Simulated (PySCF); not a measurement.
Si⁺: ionisation energy

Si⁺ [Ne] 3s2 3p1 (2P) → Si²⁺ [Ne] 3s2 (1S), as a difference of total energies. Calculation: PySCF 2.14, in Sapporo-DZP-2012; scalar relativity by spin-free X2C-1e. Correlated levels: valence: [Ne] frozen. The calculations carry no spin-orbit coupling.

```
           method  ionisation energy (eV)
              UHF                  15.833
              PBE                  16.391
             TPSS                  16.500
SCS-MP2 (valence)                  16.015
CCSD(T) (valence)                  16.195
```

Question: Estimate what CCSD (valence) gives.

Answer: 16.177 eV, closest to CCSD(T) (valence) among the rows shown.

Question: Estimate what MP2 (valence) gives.

Answer: 16.028 eV, closest to SCS-MP2 (valence) among the rows shown.

Errors of the correlated levels include the incompleteness of this basis and the frozen core.

For comparison: 16.322 eV (measured; NIST levels, between the centres of gravity of the two terms).
